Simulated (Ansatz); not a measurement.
Computed with Ansatz on PBE0-D4/def2-TZVP structures; ΔE is electronic, products minus reactants. CCSD(T)/CBS is the MP2 limit (def2-TZVPP, def2-QZVPP) plus CCSD(T) − MP2 in def2-TZVPP, frozen cores. This one scheme is used for every species. DFT in def2-TZVPP. B3LYP here is the variant with VWN-RPA as its local correlation; programs differ in this. One conformer a species, not always the lowest.

`[F][AlH][CH](F)[SiH3]` + H–F → `[F][AlH][F]` + `FC[SiH3]`  (ligand exchange at the Al–C bond)

`[F][AlH][CH](F)[SiH3]`:

```xyz
10

F    -1.517    1.867    1.309
Al   -1.393    0.230    1.147
C    -0.452   -0.414   -0.459
F    -0.538   -1.825   -0.476
Si    1.361    0.106   -0.589
H    -1.997   -0.698    2.264
H    -0.961   -0.041   -1.359
H     1.386    1.587   -0.710
H     2.094   -0.294    0.642
H     2.016   -0.519   -1.767
```

H–F:

Cartesian coordinates in Å:
```
F -0.280 -0.334 -0.146
H 0.280 0.334 0.146
```

`[F][AlH][F]`:

Z-matrix (Å, degrees):
```
Al
F 1 1.639
F 1 1.639 2 118.0
H 1 1.559 2 121.0 3 180.0
```

`FC[SiH3]`:

```xyz
8

F     1.644    0.599   -0.827
C     0.954   -0.131    0.135
Si   -0.915    0.089   -0.083
H     1.280    0.212    1.123
H     1.242   -1.183    0.037
H    -1.594   -0.712    0.970
H    -1.331   -0.395   -1.423
H    -1.280    1.521    0.067
```

Q: Is it downhill or uphill in electronic energy at CCSD(T)/CBS, and by how much? (Best estimate.)

A: Ansatz gave: Downhill: ΔE = -195.8 kJ/mol.

Q: What do these levels give: PBE-D4, B3LYP-D4, B2PLYP, PBE, r2SCAN, HF/def2-TZVPP, SCS-MP2/def2-TZVPP, CCSD/def2-TZVPP, CCSD(T)/def2-TZVPP, HF/CBS(def2), MP2/CBS(def2), CCSD/CBS(def2)? (Estimate.)

A: Computed: PBE-D4 -182.4, B3LYP-D4 -196.6, B2PLYP -204.8, PBE -187.5, r2SCAN -198.6, HF/def2-TZVPP -220.7, SCS-MP2/def2-TZVPP -204.7, CCSD/def2-TZVPP -201.3, CCSD(T)/def2-TZVPP -197.5, HF/CBS(def2) -223.9, MP2/CBS(def2) -198.7, CCSD/CBS(def2) -199.6 kJ/mol.

Largest T1 diagnostic among the species: 0.013.

The D4 term adds +8.2 kJ/mol with B3LYP and +4.6 kJ/mol with PBE0; it sums over pairs of atoms, weighted by their polarisabilities, and B3LYP, whose exchange is more repulsive, gets the larger term. From PBE to PBE0 (25 % exact exchange), in def2-TZVPP and without D4, ΔE moves by −3.8 kJ/mol.
